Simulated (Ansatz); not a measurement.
Input file for Ansatz (a quantum-chemistry and plane-wave program): R-MP2/aug-cc-pV(T+d)Z on CHCl (SMILES [CH]Cl), atoms moved off the minimum. Files ending in .json are basis or fitting sets from the Basis Set Exchange.

Ansatz 0.2 input:
```yaml
crystal:
  periodic: [false, false, false]
  atoms:
    - {symbol: C, position_ang: [-1.00126004, 0.56985818, 0.00962152]}
    - {symbol: Cl, position_ang: [0.49207582, -0.25053702, 0.03152449]}
    - {symbol: H, position_ang: [-1.82981028, -0.25645595, -0.10670155]}
basis:
  gaussian:
    orbitals: aug-cc-pV_T+d_Z.json
magnetization: {spin_polarized: false}
correlation: {method: mp2, electrons: outside_noble_gas}
scf: {lower_state_search: off}
output: {forces: true}
```

Task: What total energy does the run end on?

Result: -498.1867 hartree.
